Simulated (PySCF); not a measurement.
Ge(H)2(Me)(NH2) (CH₇GeN), SMILES [CH3][GeH2][NH2].

The structure is a stationary point at PBE0-D3(BJ)/def2-SVP. The structure was generated by enumeration, and PubChem lists no compound with its InChIKey, so it may never have been made. Other conformers were not sampled.

All values below come from PBE/def2-TZVPD in PySCF.

Symmetry labels are those of the subgroup Cs that the program uses (full group Cs).

Computed valence orbital energies around the gap with their symmetry:
```tsv
orbital	symmetry	energy (eV)
HOMO−7	A'	-13.01
HOMO−6	A"	-11.60
HOMO−5	A'	-9.89
HOMO−4	A"	-9.85
HOMO−3	A'	-8.86
HOMO−2	A'	-7.78
HOMO−1	A"	-7.78
HOMO	A'	-5.75
LUMO	A'	-0.57
LUMO+1	A'	-0.04
LUMO+2	A'	0.32
LUMO+3	A'	0.98
```
